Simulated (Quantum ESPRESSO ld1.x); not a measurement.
Values are calculated unless marked as measured or tabulated.
Species: Eu V. Configuration: [Xe] 4f5 (the NIST ground configuration).

Level of theory: Dirac Kohn-Sham, PBE, spin-unpolarised, spherical densities, point nucleus; open shells are shared between the two j in proportion to 2j + 1 (ld1.x of Quantum ESPRESSO 7.5).

Energy parts (hartree):
part                     energy
total                 -10849.06
kinetic                11799.10
electron-nucleus      -26513.34
Hartree                 4106.55
exchange-correlation    -241.37

Orbitals (lengths in bohr, moments of r in powers of bohr; r(max) is where P^2 peaks; r(90%) holds 90 % of the orbital's charge):
| orbital | occ. | eigenvalue (hartree) | r(max) | <r^4> | <1/r> | r(90%) |
|---|---|---|---|---|---|---|
| 1s1/2 | 2 | -1777.7019 | 0.014 | 1.225e-06 | 70.25 | 0.0403 |
| 2s1/2 | 2 | -293.4118 | 0.081 | 0.0001954 | 16.72 | 0.147 |
| 2p1/2 | 2 | -278.4284 | 0.061 | 0.0001213 | 16.70 | 0.130 |
| 2p3/2 | 4 | -254.6170 | 0.067 | 0.0001578 | 14.82 | 0.139 |
| 3s1/2 | 2 | -66.1486 | 0.230 | 0.007645 | 6.087 | 0.366 |
| 3p1/2 | 2 | -59.6842 | 0.217 | 0.006978 | 6.001 | 0.359 |
| 3p3/2 | 4 | -54.8314 | 0.228 | 0.008499 | 5.527 | 0.377 |
| 3d3/2 | 4 | -43.6537 | 0.182 | 0.006207 | 5.402 | 0.349 |
| 3d5/2 | 6 | -42.5985 | 0.185 | 0.006597 | 5.284 | 0.355 |
| 4s1/2 | 2 | -14.6984 | 0.528 | 0.1874 | 2.548 | 0.810 |
| 4p1/2 | 2 | -12.1969 | 0.532 | 0.2136 | 2.443 | 0.838 |
| 4p3/2 | 4 | -11.1148 | 0.558 | 0.2590 | 2.284 | 0.880 |
| 4d3/2 | 4 | -6.9926 | 0.567 | 0.3677 | 2.070 | 0.962 |
| 4d5/2 | 6 | -6.7964 | 0.576 | 0.3910 | 2.031 | 0.977 |
| 5s1/2 | 2 | -3.2710 | 1.20 | 5.453 | 1.014 | 1.88 |
| 5p1/2 | 2 | -2.5458 | 1.30 | 8.167 | 0.9138 | 2.09 |
| 5p3/2 | 4 | -2.3749 | 1.37 | 9.925 | 0.8612 | 2.19 |
| 4f5/2 | 2.14286 | -1.9526 | 0.576 | 1.623 | 1.555 | 1.37 |
| 4f7/2 | 2.85714 | -1.9254 | 0.576 | 1.691 | 1.541 | 1.38 |
| 5d3/2 | 0 | -1.3743 | 1.68 | 29.46 | 0.6548 | 2.89 |
| 5d5/2 | 0 | -1.3541 | 1.71 | 31.06 | 0.6447 | 2.93 |
| 6s1/2 | 0 | -1.1597 | 2.72 | 117.0 | 0.4499 | 4.04 |

The highest occupied level is 4f7/2 at -52.394 eV. The density falls to 0.001 e/bohr^3 at r = 3.13 bohr.
